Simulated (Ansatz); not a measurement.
An input meant for In5As6H18⁺, a cluster cut from wurtzite InAs (hydrogen-capped) (charge 1, singlet; scaled by 1.05; with a point charge).

```yaml
crystal:
  periodic: [false, false, false]
  atoms:
    - {symbol: As, position_ang: [0.144277, -2.341822, -2.093127]}
    - {symbol: In, position_ang: [-2.330544, -1.347278, -1.064576]}
    - {symbol: In, position_ang: [0.098907, -2.856936, 2.690084]}
    - {symbol: As, position_ang: [-1.841766, -1.064612, 1.626635]}
    - {symbol: As, position_ang: [-1.955792, 1.293719, -2.092405]}
    - {symbol: In, position_ang: [-2.429967, 1.511784, 2.687313]}
    - {symbol: In, position_ang: [2.701372, -1.412567, -1.351732]}
    - {symbol: As, position_ang: [2.399849, -1.563975, 1.414345]}
    - {symbol: As, position_ang: [2.327547, 1.344845, -1.903524]}
    - {symbol: In, position_ang: [0.125499, 3.045148, -1.348835]}
    - {symbol: As, position_ang: [-0.155762, 2.856439, 1.417003]}
    - {symbol: H, position_ang: [0.179615, -3.902977, -1.820886]}
    - {symbol: H, position_ang: [0.083820, -2.415751, -3.676844]}
    - {symbol: H, position_ang: [-3.740504, -2.161679, -1.830385]}
    - {symbol: H, position_ang: [0.043437, -4.355702, 1.686481]}
    - {symbol: H, position_ang: [0.294462, -2.499235, 4.438349]}
    - {symbol: H, position_ang: [-3.152397, -1.823440, 2.123128]}
    - {symbol: H, position_ang: [-2.047388, 1.277867, -3.676273]}
    - {symbol: H, position_ang: [-3.291324, 2.103694, -1.822556]}
    - {symbol: H, position_ang: [-3.752366, 2.211925, 1.678389]}
    - {symbol: H, position_ang: [-2.029020, 1.504047, 4.437097]}
    - {symbol: H, position_ang: [4.108926, -2.129051, -2.208760]}
    - {symbol: H, position_ang: [3.775873, -2.193674, 1.890196]}
    - {symbol: H, position_ang: [2.695241, -0.086828, 1.915948]}
    - {symbol: H, position_ang: [2.656334, 1.535656, -3.444190]}
    - {symbol: H, position_ang: [3.613036, 2.087091, -1.344291]}
    - {symbol: H, position_ang: [0.207122, 4.623291, -2.204293]}
    - {symbol: H, position_ang: [1.269759, 2.368132, 1.917319]}
    - {symbol: H, position_ang: [-0.008220, 4.361649, 1.895500]}
basis:
  gaussian: {orbitals: def2-mTZVP, fitting: {mean_field: def2-universal-jkfit}, point_charges: [{charge: -1.00, position_ang: [9.058, -0.063, -0.350]}]}
total_charge: -2
magnetization: {spin_polarized: true, initial_magnetization: 1}
hamiltonian: {xc: {name: HSE06}, dispersion: d3bjatm}
scf: {omitted_lower_state_checks: [starts]}
```

```sh
$ ansatz run in.yaml --threads 2 --pin off --events-out ev --progress --plain --max-ram 32768MiB --backend cuda --devices 0, --max-vram 18GiB
```

Shortened log:

```
Functional definition: HSE06
3010 factors; integrals over basis functions are off by at most 7.2e-1 eV
3010 factors; integrals over basis functions are off by at most 1.9e-7 eV
mean field evaluation 1: about -391154.8232 eV, gradient 3.6e1 eV
mean field evaluation 2: about -391121.5491 eV, gradient 7.1e1 eV
mean field evaluation 4: about -391156.6882 eV, gradient 2.2e1 eV
mean field evaluation 8: about -391163.0675 eV, gradient 1.6e0 eV
mean field evaluation 16: about -391163.1170 eV, gradient 1.1e-1 eV
mean field evaluation 32: about -391163.1205 eV, gradient 5.6e-4 eV
mean field -391163.12046772 eV, -14374.9795373026 hartree, gradient 4.3e-6 eV, S^2 1.241226; 0 other end points of the search recorded, 0 dependent functions left out
reference -391163.12060155 eV, -14374.9795422210 hartree; 162, 161 occupied and 288, 289 virtual orbitals, 3010 factors
Total energy: -391164.61356702 eV, -14375.0344076901 hartree
Checks for a lower state left out: starts
```

Question: What is wrong with this run?

Answer: The charge is far from what the species holds (-2 typed, 1 meant). Self-consistency was reached. The result belongs to that input, not to the species as meant. The highest occupied level of an anion often lies above zero with these methods, and sets without diffuse functions describe the outer electron poorly. The charge -2 doublet is spin-contaminated (final ⟨S²⟩ up to 1.24, 0.75 for a pure state).
